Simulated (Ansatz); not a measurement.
Input for Ansatz (an electronic-structure program): R-B3LYP-D3(BJ)/def2-TZVP on ClFSn (SMILES [F][Sn][Cl]). Elements past Kr take the def2 small-core potentials; no spin–orbit coupling.

Ansatz 0.2 input:
```yaml
crystal:
  periodic: [false, false, false]
  atoms:
    - {symbol: Sn, position_ang: [0.13712460, -0.01342509, 0.94591724]}
    - {symbol: F, position_ang: [0.91718816, 1.35710658, -0.38823293]}
    - {symbol: Cl, position_ang: [-1.07089713, -1.31999570, -0.59284413]}
basis:
  gaussian:
    orbitals: def2-TZVP
hamiltonian:
  xc: b3lyp
  dispersion: d3bj
relax: {f_tol: 0.003, max_steps: 120}
```

Program output:

```
WARN ansatz: RAYON_NUM_THREADS=1 ignored (pool sized by the plan → 1); use --threads N
Functional definition: B3LYP
integrals: 0.04 GiB planned
851 factors; their error is unknown
mean field: 0.37 GiB planned
mean field evaluation 1: about -21073.6671 eV, gradient 4.8e1 eV
mean field evaluation 2: about -21001.0068 eV, gradient 2.0e2 eV
mean field evaluation 4: about -21077.3079 eV, gradient 1.4e1 eV
mean field evaluation 8: about -21077.7039 eV, gradient 4.5e-2 eV
mean field evaluation 16: about -21077.8117 eV, gradient 1.4e-5 eV
mean field -21077.81172140 eV, -774.5952937074 hartree, gradient 1.4e-5 eV, S^2 0.000000; 0 other end points of the search recorded, 0 dependent functions left out
the calculation of the forces begins
reference -21077.81193481 eV, -774.5953015504 hartree; 24, 24 occupied and 94, 94 virtual orbitals, 851 factors
relax step   1: F+E_penalty+E_count = -21077.93283503 eV  Δ(F+E_penalty+E_count) = +0.000e0 eV  max|allowed force component| = 1.284e0 eV/Å  Δτ_max = 0.0000 Å  (30 SCF iters, accepted)
these checks for a lower state are left out or cut short: starts, cluster_reference, orbital_swaps, neighbouring_geometries, increment
integrals: 0.04 GiB planned
851 factors; their error is unknown
mean field: 0.38 GiB planned
mean field -21077.92112162 eV, -774.5993140916 hartree, gradient 1.1e-5 eV, S^2 0.000000; 0 other end points of the search recorded, 0 dependent functions left out
the calculation of the forces begins
reference -21077.92133511 eV, -774.5993219372 hartree; 24, 24 occupied and 94, 94 virtual orbitals, 851 factors
relax step   2: F+E_penalty+E_count = -21078.04288731 eV  Δ(F+E_penalty+E_count) = -1.101e-1 eV  max|allowed force component| = 1.348e-1 eV/Å  Δτ_max = 0.0640 Å  (32 SCF iters, accepted)
these checks for a lower state are left out or cut short: starts, cluster_reference, orbital_swaps, neighbouring_geometries, increment
integrals: 0.04 GiB planned
851 factors; their error is unknown
mean field: 0.38 GiB planned
mean field evaluation 32: about -21077.9219 eV, gradient 1.4e-5 eV
mean field -21077.92190211 eV, -774.5993427738 hartree, gradient 1.4e-5 eV, S^2 0.000000; 0 other end points of the search recorded, 0 dependent functions left out
the calculation of the forces begins
reference -21077.92211566 eV, -774.5993506218 hartree; 24, 24 occupied and 94, 94 virtual orbitals, 851 factors
relax step   3: F+E_penalty+E_count = -21078.04369984 eV  Δ(F+E_penalty+E_count) = -8.125e-4 eV  max|allowed force component| = 1.285e-2 eV/Å  Δτ_max = 0.0058 Å  (32 SCF iters, accepted)
these checks for a lower state are left out or cut short: starts, cluster_reference, orbital_swaps, neighbouring_geometries, increment
integrals: 0.04 GiB planned
851 factors; their error is unknown
mean field: 0.38 GiB planned
mean field -21077.92191330 eV, -774.5993431852 hartree, gradient 1.4e-5 eV, S^2 0.000000; 0 other end points of the search recorded, 0 dependent functions left out
the calculation of the forces begins
reference -21077.92212685 eV, -774.5993510329 hartree; 24, 24 occupied and 94, 94 virtual orbitals, 851 factors
relax step   4: F+E_penalty+E_count = -21078.04370814 eV  Δ(F+E_penalty+E_count) = -8.299e-6 eV  max|allowed force component| = 1.406e-3 eV/Å  Δτ_max = 0.0007 Å  (33 SCF iters, accepted)
integrals: 0.04 GiB planned
851 factors; their error is unknown
mean field: 0.38 GiB planned
mean field -21077.92191330 eV, -774.5993431852 hartree, gradient 1.7e-5 eV, S^2 0.000000; 1 other end points of the search recorded, 0 dependent functions left out
the calculation of the forces begins
reference -21077.92212685 eV, -774.5993510329 hartree; 24, 24 occupied and 94, 94 virtual orbitals, 851 factors
Total energy: -21078.04392169 eV, -774.6038269106 hartree
Atom 0 at     0.166570     0.029910     0.932662 Å, force     0.000174    -0.000080     0.001406 eV/Å
Atom 1 at     0.882925     1.303847    -0.360292 Å, force     0.000115     0.000325    -0.000737 eV/Å
Atom 2 at    -1.066079    -1.310072    -0.607530 Å, force    -0.000289    -0.000245    -0.000669 eV/Å
Dipole moment:     0.082237    -0.059009     0.758485 e Å
```

The calculation finished and met its thresholds.

Cost: roughly 11 core-seconds.
